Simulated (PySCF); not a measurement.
benzoquinone (C6H4O2), singlet, geometry from GFN2-xTB. Base run: CAMB3LYP/STO-3G (PySCF).

The PySCF input:
```python
from pyscf import gto, scf, dft

mol = gto.Mole()
mol.atom = '''
    O     2.617185    0.519148   -0.010824
    C     1.426228    0.282908   -0.005899
    C     0.411737    1.354708    0.041550
    C    -0.897307    1.095045    0.046964
    C    -1.426228   -0.282908    0.005899
    O    -2.617185   -0.519148    0.010824
    C    -0.411737   -1.354708   -0.041550
    C     0.897307   -1.095045   -0.046964
    H     0.796049    2.364949    0.071695
    H    -1.637875    1.882153    0.081761
    H    -0.796049   -2.364949   -0.071695
    H     1.637875   -1.882153   -0.081761
'''
mol.basis = 'sto-3g'
mol.charge = 0
mol.spin = 0
mol.verbose = 4
mol.build()

mf = dft.RKS(mol)
mf.xc = 'camb3lyp'
mf.kernel()
mf.analyze()
```

Variants of this job, named by their change:

```csv
change,E (Eh),HOMO (eV),HOMO-LUMO gap (eV),core-seconds (rough)
base,-376.27283,-5.99,6.61,20
functional = b3lyp; dispersion = d3bjm,-376.49934,-4.30,3.51,9
functional = pbe,-376.06386,-2.70,1.16,10
functional = wb97m_v,…,…,…,200
functional = x3lyp,-376.31007,-4.36,3.71,10
"functional = pw91,pw91",…,…,…,10
functional = pbe0; dispersion = d4,-376.12655,-4.58,3.99,10
functional = m062x,…,…,…,10
functional = tpssh,-376.59248,-3.65,2.53,10
functional = hf,…,…,…,1
functional = wb97x,-376.44447,-7.00,8.59,20
functional = pw6b95,-376.98485,-4.86,4.28,10
functional = pbe0,-376.11642,-4.58,3.99,8
```

**Question.** Complete the blanks.

**Answer.** 
- functional = wb97m_v, E (Eh): -376.49382
- functional = wb97m_v, HOMO (eV): -6.92
- functional = wb97m_v, HOMO-LUMO gap (eV): 8.68
- functional = pw91,pw91, E (Eh): -376.35631
- functional = pw91,pw91, HOMO (eV): -2.80
- functional = pw91,pw91, HOMO-LUMO gap (eV): 1.19
- functional = m062x, E (Eh): -376.49392
- functional = m062x, HOMO (eV): -6.28
- functional = m062x, HOMO-LUMO gap (eV): 6.80
- functional = hf, E (Eh): -374.34783
- functional = hf, HOMO (eV): -8.20
- functional = hf, HOMO-LUMO gap (eV): 11.92

Totals shift with the method and basis; they matter in differences.
